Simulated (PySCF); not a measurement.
**V: ionisation energy**

V [Ar] 3d3 4s2 (4F) → V⁺ [Ar] 3d4 (5D), as a difference of total energies. All numbers are calculated (PySCF 2.14, no relativity, point nucleus, in aug-cc-pVDZ). Correlated levels: valence: [Ar] frozen. The calculations carry no spin-orbit coupling.

Question: Order these methods by the ionisation energy they give, lowest first.
A. MP2 (valence)
B. UHF
C. SCS-MP2 (valence)
D. B3LYP

Answer: B (5.902 eV), A (6.254 eV), D (6.527 eV), C (6.728 eV).

These non-relativistic numbers lack the scalar-relativistic shift.

Errors of the correlated levels include the incompleteness of this basis and the frozen core.

For comparison: 6.732 eV (measured; NIST levels, between the centres of gravity of the two terms).
